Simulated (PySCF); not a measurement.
**Working out the ionisation energy of Ne(2+)**

Ne(2+) [He] 2s2 2p4 (3P) → Ne(3+) [He] 2s2 2p3 (4S). Computed with PySCF 2.14 in aug-cc-pwCVDZ (5s4p2d, 27 functions), with no relativity, point nucleus. Frozen: nothing. Energies in hartree (1 hartree = 27.21139 eV):

```tsv
part	Ne(2+) (lower)	Ne(3+) (upper)
UHF	-126.322715	-124.056944
CCSD correlation	-0.151684	-0.121065
(T)	-0.001000	-0.000444
```

Task: What does Hartree-Fock give?

Result: (-124.056944) − (-126.322715) = 2.265771 hartree = 61.655 eV.

Task: What do CCSD and CCSD(T) give?

Result: The CCSD correlation energies differ by 0.030619 hartree = 0.833 eV and the triples by 0.000556 hartree = 0.015 eV, so CCSD gives 62.488 eV and CCSD(T) 62.503 eV.

A first-order spin-orbit estimate adds 0.035 eV to CCSD(T) (valence and next inner shell), giving 62.538 eV against 63.423 eV (measured; NIST Atomic Spectra Database, ionization energies).

A double-zeta basis recovers only part of the correlation energy.

What remains against the reference includes basis incompleteness and higher excitations.
